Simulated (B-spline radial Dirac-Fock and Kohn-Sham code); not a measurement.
Z = 27 (cobalt), transition energy 235 keV. Method: a Dirac-Hartree-Slater potential of the neutral atom with a Latter tail (no hole, which puts coefficients of high multipoles low close above an edge), finite nucleus with surface currents. Computed with a radial finite-basis atomic code. Subshells that would emit electrons below 1 keV are left out.

Q: A pure transition shows α(K) = 0.00319, L1/L2 = 68.3 and L1/L3 = 38.8. What is its multipolarity?
A. E3
B. E2
C. M1
D. M4
E. E1
F. M2
G. E4
H. M3

A: E. For comparison, α(K), L1/L2, L1/L3 are E2 0.0187, 22.8, 18.1; E3 0.0933, 8.49, 8.15; E4 0.443, 3.98, 4.17; M1 0.00410, 49.1, 99.7; M2 0.0215, 25.4, 47.5; M3 0.107, 15.6, 17.1; M4 0.536, 10.6, 8.09.
